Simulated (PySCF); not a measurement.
InH₂F, SMILES [F][InH2]. Atoms are numbered in the order given.

```xyz
4

In     0.0000     0.0000     0.2755
H      0.0000     1.5988     0.8496
H      0.0000    -1.5988     0.8496
F      0.0000     0.0000    -1.6887
```

The structure is a stationary point at r2SCAN-D4/def2-TZVP. The def2 effective core potentials stand for the cores of In; spin–orbit coupling is left out.

Method: r2SCAN-D4/def2-TZVP in PySCF 2.14.0.

Frequencies are harmonic and unscaled.

Task: List the normal modes with their intensities. (Estimate from the structure and the level; the computed values follow.)

Result: 
```
mode  ν (cm⁻¹)  IR (km/mol)  Raman (Å⁴/amu)  depolarisation  moving atoms (share of kinetic energy)
----  --------  -----------  --------------  --------------  --------------------------------------
1          408         53.2            19.6            0.75                                  H 91 %
2          540        193.7             2.1            0.20                 H 56 %, F 33 %, In 11 %
3          565        107.9             0.8            0.75                                  H 96 %
4          597          0.1             8.2            0.63                          F 53 %, H 43 %
5         1867         21.2           409.6            0.16                                 H 100 %
6         1887        237.5            33.2            0.75                                  H 99 %
```
